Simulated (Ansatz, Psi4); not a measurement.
Input for Ansatz (a quantum-chemistry and plane-wave program):
Ansatz 0.2 input:
```yaml
crystal:
  periodic: [false, false, false]
  atoms:
    - {symbol: Si, position_ang: [1.49303295, -0.29467355, 0.37775681]}
    - {symbol: N, position_ang: [0.07177708, -0.11245754, -0.59500001]}
    - {symbol: Si, position_ang: [-1.52266963, 0.35803387, -0.10940318]}
    - {symbol: H, position_ang: [2.60085977, -0.44841929, -0.56612732]}
    - {symbol: H, position_ang: [1.61644865, 0.91435503, 1.18804151]}
    - {symbol: H, position_ang: [1.41022821, -1.47096761, 1.25316965]}
    - {symbol: H, position_ang: [0.11743383, -0.57014488, -1.49085173]}
    - {symbol: H, position_ang: [-2.18929653, -0.69189990, 0.67169837]}
    - {symbol: H, position_ang: [-2.25767966, 0.60314487, -1.35098125]}
    - {symbol: H, position_ang: [-1.38552039, 1.56409001, 0.70310006]}
basis:
  gaussian:
    orbitals: def2-SVP
magnetization: {spin_polarized: false}
correlation: {method: mp2, electrons: outside_noble_gas}
accuracy: high
```

Task: Write the same job for Psi4.

Result: This is not unique; one that fits is 
```
memory 2 GB

molecule {
0 1
Si    1.49303295   -0.29467355    0.37775681
N     0.07177708   -0.11245754   -0.59500001
Si   -1.52266963    0.35803387   -0.10940318
H     2.60085977   -0.44841929   -0.56612732
H     1.61644865    0.91435503    1.18804151
H     1.41022821   -1.47096761    1.25316965
H     0.11743383   -0.57014488   -1.49085173
H    -2.18929653   -0.69189990    0.67169837
H    -2.25767966    0.60314487   -1.35098125
H    -1.38552039    1.56409001    0.70310006
}

set {
  basis def2-svp
  freeze_core true
  mp2_type conv
  scf_type pk
  puream true
  d_convergence 1e-8
}

energy('mp2')
print_variables()
```

Both were run: Ansatz gave -636.576584 Eh and Psi4 -636.576584 Eh, 0.000 mEh apart.
